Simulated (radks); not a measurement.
Valence configurations of Mn+ (all share [Ar]). Method: scalar-relativistic Kohn-Sham, PBE, spin-polarised, spherical densities, point nucleus; open shells are filled with parallel spins first; computed with a radial shooting solver on a logarithmic mesh with Libxc functionals. Energies are relative to 3d5 4s1; eigenvalues in eV for spin up.

valence          E (eV)  moment (Bohr magnetons)    e(3d)    e(4p)    e(4s)
3d5 4s1           0.000                        6  -16.353        -  -12.617
3d5.5 4s0.5       0.759                        5  -13.946        -  -11.710
3d4 4s1 4p1      10.906                        6  -22.947   -9.659  -15.198
3d4 4s2           7.403                        4  -21.717        -  -13.947
3d3.5 4s1 4p1.5  18.191                        6  -26.473  -10.593  -16.441
3d3 4s1 4p2      26.814                        6  -30.130  -11.496  -17.650
3d6               1.796                        4  -11.840        -        -
3d5 4s0.5 4p0.5   2.467                        6  -17.009   -8.048  -13.005
3d1 4s1 4p4      79.358                        4  -46.163  -14.664  -21.977
3d5 4p1           4.956                        6  -17.649   -8.384        -

NIST lists [Ar] 3d5 4s1 as the ground configuration; this level of theory agrees among the configurations tried. The energies are those of spherical high-spin densities, not of single terms.
